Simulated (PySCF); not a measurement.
Compound: C3H6B2.
Numbering: `[BH2:1][CH2:2][BH:3][C:4]#[CH:5]` (hydrogens: H6, H7 on B1; H8, H9 on C2; H10 on B3; H11 on C5)

Cartesian coordinates in Å at the PBE0-D3(BJ)/def2-SVP level; atoms count from 1:
```xyz
11
C3H6B2 angstrom
B     -1.7374   -0.1214    0.8586
C     -0.9967    0.4318   -0.3958
B      0.1255   -0.5973   -0.7421
C      1.5926   -0.3086   -0.4717
C      2.7679   -0.0719   -0.2449
H     -1.7448    0.4873    1.9035
H     -2.3080   -1.1872    0.8049
H     -1.7407    0.3218   -1.2105
H     -0.6460    1.4656   -0.2874
H     -0.1692   -1.6735   -1.2083
H      3.8040    0.1361   -0.0458
```

Computed with PySCF 2.14.0, PBE0-D3(BJ)/def2-SVP geometry optimisation, gas phase.

Take the most abundant isotopes and a rigid rotor. The values belong to one conformer with, in the numbering `[BH2:1][CH2:2][BH:3][C:4]#[CH:5]`, H–B1–C2–B3 118° and -62°, B1–C2–B3–C4 -107°.

Q: Give the principal moments of inertia and the rotational constants in MHz.

A: Ia = 32.44, Ib = 205.95, Ic = 213.54 u·Å²; 505379 MHz·u·Å²/I gives A = 15578, B = 2454, C = 2367 MHz.

Q: Classify the top.

A: A near-prolate asymmetric top. Ray's parameter κ = (2B − A − C)/(A − C) = -0.987; −1 is the prolate and +1 the oblate limit.

Q: Is it planar, by Δ = Ic − Ia − Ib?

A: Not planar: Δ = Ic − Ia − Ib = -24.86 u·Å². For a rigid frame Δ = −2 Σ m c², so Σ m c² = 12.43 u·Å² lies off the ab plane: 6.19 from hydrogen and 6.24 from heavier atoms. The atom farthest from that plane is 1.55 Å away.

Q: Give the other two planar moments, Paa and Pbb, and the rms extents of the mass along the axes.

A: Paa = Σ m a² = (Ib + Ic − Ia)/2 = 193.52 and Pbb = Σ m b² = (Ia + Ic − Ib)/2 = 20.01 u·Å². With the mass M = 64.07 u, the rms extents √(P/M) along a, b and c are 1.74, 0.56, 0.44 Å.

Q: Where do the levels up to J = 4 lie, in MHz?

A: Above 0(0,0):
J = 1: 1(0,1) 4821, 1(1,1) 17944, 1(1,0) 18031
J = 2: 2(0,2) 14461, 2(1,2) 27498, 2(1,1) 27760, 2(2,1) 67131, 2(2,0) 67131
J = 3: 3(0,3) 28921, 3(1,3) 41829, 3(1,2) 42352, 3(2,2) 81593, 3(2,1) 81595, 3(3,1) 147429, 3(3,0) 147429
J = 4: 4(0,4) 48199, 4(1,4) 60936, 4(1,3) 61808, 4(2,3) 100875, 4(2,2) 100881, 4(3,2) 166713, 4(3,1) 166713, 4(4,1) 258883, 4(4,0) 258883
Those of J = 1 are B + C, A + C and A + B.

Q: Predict some low-J microwave lines.

A: The dipole components are |μa| = 0.55 D, |μb| = 0.02 D, |μc| = 0.80 D. Intensities carry the squares of the components, which stand as 0.46 : 0.00 : 1.00 (a : b : c). Some lines, for components of 0.1 D or more:

| type | branch | J(Ka,Kc) | MHz | lower level (cm⁻¹) |
| --- | --- | --- | --- | --- |
| c | Q | 5(1,5) ← 5(0,5) | 12526 | 2.411 |
| a | R | 3(1,3) ← 2(1,2) | 14331 | 0.917 |
| a | R | 4(1,4) ← 3(1,3) | 19107 | 1.395 |
| a | R | 4(2,3) ← 3(2,2) | 19282 | 2.722 |
| a | R | 4(3,1) ← 3(3,0) | 19283 | 4.918 |
| a | R | 4(2,2) ← 3(2,1) | 19286 | 2.722 |
| c | R | 2(1,1) ← 1(0,1) | 22939 | 0.161 |
| a | R | 5(1,5) ← 4(1,4) | 23883 | 2.033 |
| c | Q | 5(2,4) ← 5(1,4) | 38850 | 2.873 |
| c | R | 4(2,3) ← 3(1,3) | 59046 | 1.395 |
| c | R | 5(2,3) ← 4(1,3) | 63184 | 2.062 |
| c | Q | 4(3,2) ← 4(2,2) | 65831 | 3.365 |
| c | Q | 5(5,1) ← 5(4,1) | 118505 | 9.439 |
| c | R | 5(5,0) ← 4(4,0) | 142609 | 8.635 |
| c | R | 5(5,1) ← 4(4,1) | 142609 | 8.635 |

Q: Estimate the classical rotational partition function at 200 K, 298.15 K and 500 K.

A: Point group C1, symmetry number σ = 1; q = (√π/σ)·√((kT/h)³/(ABC)), k/h = 20836.6 MHz/K: 50100 at 200 K, 91200 at 298.15 K, 198000 at 500 K.

Whether it is a minimum is left open (no frequencies). No vibrational averaging or centrifugal distortion is included, and the geometry carries the error of its method. Quadrupole hyperfine structure (11B) is left out.

The run took 35 s wall on one thread, Arm Neoverse V1, on a shared host. That covers the optimisation of the geometry.
